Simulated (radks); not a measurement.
Values are calculated unless marked as measured or tabulated.
Coulomb parameter of the 3d shell of the cobalt ion Co3+ in the model configuration [Ar] 3d5 4s1, as a second difference U = [E(n + 1) + E(n - 1) - 2 E(n)] / (1)^2 with all orbitals relaxed. "Bare": the charge of the atom changes with n. "Screened": the 4s shell takes up the change at fixed total charge, which measures U(3d,3d) + U(4s,4s) - 2 U(3d,4s). Code: a radial shooting solver on a logarithmic mesh with Libxc functionals. Model: Dirac Kohn-Sham, PBE, spin-unpolarised, spherical densities, point nucleus; open shells are shared between the two j in proportion to 2j + 1.

case	configuration	E - E(n) (eV)
start	[Ar] 3d5 4s1	0.000
bare +1	[Ar] 3d6 4s1	-42.918
bare -1	[Ar] 3d4 4s1	63.597
screened +1	[Ar] 3d6	-15.190
screened -1	[Ar] 3d4 4s2	20.544

U(bare) = 20.679 eV, U(screened by 4s) = 5.355 eV.
